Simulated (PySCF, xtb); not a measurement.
Si(F)(OH)3 (FH3O3Si), SMILES F[Si](O)(O)O.

The structure is a stationary point at TPSSh-D3(BJ)/def2-SVP. The values are those of a single conformer.

Calculation: C-PCM-ωB97X/def2-SVP run with PySCF 2.14.0.

The values are the electrostatic part of the solvation free energy, E(continuum) − E(gas) at the gas-phase geometry, in a cavity of scaled van der Waals radii (PySCF's table); cavitation and dispersion terms are not included. In vacuum the orbital gap is 15.11 eV. The dipole moment in vacuum is 0.61 D.

Computed values in water (ε = 78.36), cyclohexanone (ε = 15.62), 1-octanol (ε = 9.86):
| solvent | ε | ΔG(elec) (kcal/mol) | dipole (D) | gap (eV) |
|---|---|---|---|---|
| water | 78.36 | -10.9 | 0.77 | 15.42 |
| cyclohexanone | 15.62 | -10.3 | 0.76 | 15.41 |
| 1-octanol | 9.86 | -9.9 | 0.75 | 15.39 |

For comparison, GFN2-xTB/ALPB(water) (xtb, at the GFN2-xTB geometry, all terms of that model) gives -13.1 kcal/mol.
